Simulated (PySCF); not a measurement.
These are PySCF 2.14.0 with PBE-D3(BJ)/def2-TZVP // BP86-D3(BJ)/def2-SVP values and carry that method's errors. All species are isolated molecules in the gas phase. One relaxed conformer stands for a flexible species; it need not be the lowest. 

Reference species: [W(F)6] (neutral, multiplicity 1).

The charge on the central atom (Mulliken) comes out as 1.55 e, the mean distance from the central atom to its bonded neighbours is 1.862 Å and the LUMO comes out as -5.42 eV. The coordination number is 6.

After one change: the charge on the central atom (Mulliken) decreases by 0.07 e; the mean distance from the central atom to its bonded neighbours rises by 0.029 Å; the LUMO rises by 0.49 eV; the coordination number hardly moves.

Problem. Which change was made? The new species is one of these.
A. [W(F)5(NH2)]
B. [W(F)(NH2)5]
C. [W(F)4(NH2)2]
D. [W(F)3(NH2)3]

Solution. A, [W(F)5(NH2)]
